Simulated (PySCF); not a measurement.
**Electronic structure of Sc (scandium, neutral) at the PBE0 level**

Configuration: [Ar] 3d1 4s1 4p1, one real determinant (an excited configuration). Calculation: PySCF 2.14, in def2-TZVPPD; no relativity, point nucleus.

| Item | Value |
| --- | --- |
| Total energy | -760.357 hartree |
| One-electron energy | -1039.632 hartree |
| Hartree (Coulomb) energy | 318.029 hartree |
| Exchange-correlation energy | -38.754 hartree |
| Kinetic energy | 759.39457 hartree |
| ⟨S²⟩ | 3.7505 |
| ⟨L²⟩ | 8.080 |
| Sum of ⟨r⟩ | 21.85 bohr |
| Sum of ⟨r²⟩ | 56.87 bohr² |
| Traceless quadrupole moment −½Σ⟨3z² − r²⟩ along its main axis | -10.3 e·bohr² |
| Density at the nucleus (Gaussians lack the cusp) | 6010 bohr⁻³ |
| Spin density at the nucleus | 2.25 bohr⁻³ |
| Langevin diamagnetic susceptibility | -45.0 ×10⁻⁶ cm³/mol |

```json
{"shell": "1s α", "electrons": "1", "mean orbital energy (hartree)": "-161.98947", "spread (hartree)": "0", "rms radius, mean of both spins (bohr)": "0.0852"}
{"shell": "1s β", "electrons": "1", "mean orbital energy (hartree)": "-161.98754", "spread (hartree)": "0", "rms radius, mean of both spins (bohr)": "0.0852"}
{"shell": "2s α", "electrons": "1", "mean orbital energy (hartree)": "-17.76183", "spread (hartree)": "0", "rms radius, mean of both spins (bohr)": "0.375"}
{"shell": "2s β", "electrons": "1", "mean orbital energy (hartree)": "-17.75089", "spread (hartree)": "0", "rms radius, mean of both spins (bohr)": "0.375"}
{"shell": "2p α", "electrons": "3", "mean orbital energy (hartree)": "-14.65323", "spread (hartree)": "0.00882", "rms radius, mean of both spins (bohr)": "0.342"}
{"shell": "2p β", "electrons": "3", "mean orbital energy (hartree)": "-14.64382", "spread (hartree)": "0.01539", "rms radius, mean of both spins (bohr)": "0.342"}
{"shell": "3s α", "electrons": "1", "mean orbital energy (hartree)": "-2.20259", "spread (hartree)": "0", "rms radius, mean of both spins (bohr)": "1.16"}
{"shell": "3s β", "electrons": "1", "mean orbital energy (hartree)": "-2.16261", "spread (hartree)": "0", "rms radius, mean of both spins (bohr)": "1.16"}
{"shell": "3p α", "electrons": "3", "mean orbital energy (hartree)": "-1.38181", "spread (hartree)": "0.00243", "rms radius, mean of both spins (bohr)": "1.27"}
{"shell": "3p β", "electrons": "3", "mean orbital energy (hartree)": "-1.33909", "spread (hartree)": "0.03702", "rms radius, mean of both spins (bohr)": "1.27"}
{"shell": "3d α", "electrons": "1", "mean orbital energy (hartree)": "-0.23871", "spread (hartree)": "0", "rms radius, mean of both spins (bohr)": "1.99"}
{"shell": "4s α", "electrons": "1", "mean orbital energy (hartree)": "-0.21608", "spread (hartree)": "0", "rms radius, mean of both spins (bohr)": "3.90"}
{"shell": "4p α", "electrons": "1", "mean orbital energy (hartree)": "-0.11188", "spread (hartree)": "0", "rms radius, mean of both spins (bohr)": "4.94"}
```

⟨L²⟩ = 8.08 against 12 for a pure F term, so this real determinant mixes terms.
